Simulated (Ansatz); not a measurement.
`F[SiH2][SiH3]` + `[NH2][GeH3]` → `[SiH3][SiH2][NH][GeH3]` + H–F at 298.15 K and 1 bar (ligand exchange at the Si–F bond).

Program: Ansatz. Geometries: PBE0-D4/def2-TZVP. ΔE: electronic, gas phase. CBS: MP2 limit from def2 TZ/QZ plus the TZ coupled-cluster correction, frozen cores. This one scheme is used for every species. For Ge outer-core shells are correlated without core-valence functions, which leaves a few kJ/mol of doubt a bond. Scalar relativity is left out up to krypton. One conformer a species, not always the lowest.

```json
{"species": "`F[SiH2][SiH3]`", "CCSD(T)/CBS energy (Eh)": "-681.00067", "H − E (kJ/mol)": "133.6", "S (J/(mol·K))": "311.5"}
{"species": "`[NH2][GeH3]`", "CCSD(T)/CBS energy (Eh)": "-2133.81884", "H − E (kJ/mol)": "141.9", "S (J/(mol·K))": "275.3"}
{"species": "`[SiH3][SiH2][NH][GeH3]`", "CCSD(T)/CBS energy (Eh)": "-2714.39913", "H − E (kJ/mol)": "239.4", "S (J/(mol·K))": "404.0"}
{"species": "H–F", "CCSD(T)/CBS energy (Eh)": "-100.39570", "H − E (kJ/mol)": "33.5", "S (J/(mol·K))": "173.6"}
```

H − E and S are ideal-gas, rigid-rotor, harmonic terms from PBE0-D4/def2-TZVP, for one conformer and one mirror image of each species. 1 Eh = 2625.50 kJ/mol, R = 8.31446 J/(mol·K).

Q: By hand: ΔE, ΔH, ΔS and ΔG.

A: ΔE = (-2714.39913) + (-100.39570) − (-681.00067) − (-2133.81884) = 0.02468 Eh = 64.8 kJ/mol. Δ(H − E) = 239.4 + 33.5 − 133.6 − 141.9 = -2.6, so ΔH = 62.2 kJ/mol. ΔS = 404.0 + 173.6 − 311.5 − 275.3 = -9.2 J/(mol·K). ΔG = 62.2 − 298.15 × (-9.2)/1000 = 64.9 kJ/mol.

Q: By hand: the equilibrium constant, and the temperature at which ΔG would vanish if ΔH and ΔS stayed fixed.

A: log₁₀ K = −ΔG/(RT ln 10) = -11.4. ΔH and −TΔS have one sign here, so there is no such temperature.

The number of gas molecules stays the same, so ΔS is small and ΔH decides. A doubt of 5 kJ/mol in ΔE shifts log₁₀ K by 0.9 here. Other conformers and mirror images would add mixing entropy, several J/(mol·K) or more a flexible species. Modes under 60 cm⁻¹, often nearly free rotors, make the harmonic entropy too high. These are equilibria of isolated gas molecules and say nothing of rates. Largest T1 diagnostic: 0.012 (customary marks: 0.02 for closed shells, 0.045 for open ones).

ΔS is within the doubt of such terms, so its sign, and with it that verdict, could turn.
